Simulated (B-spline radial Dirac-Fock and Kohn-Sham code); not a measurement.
Calculated with an atomic code on a B-spline grid, using multi-electron Dirac-Fock with separately optimised hole states, Breit and Lamb-shift corrections added in first order. Free neutral atoms.

Question: Order these X-ray lines by photon energy, lowest first.
A. I Mγ
B. Mn Lβ3
C. Co Lℓ
D. Cr Lβ6
E. Zn Lβ3
F. Ba Mζ1

Answer: D (575.8 eV), F (591.6 eV), C (674.7 eV), B (722.1 eV), A (829.1 eV), E (1109.3 eV).
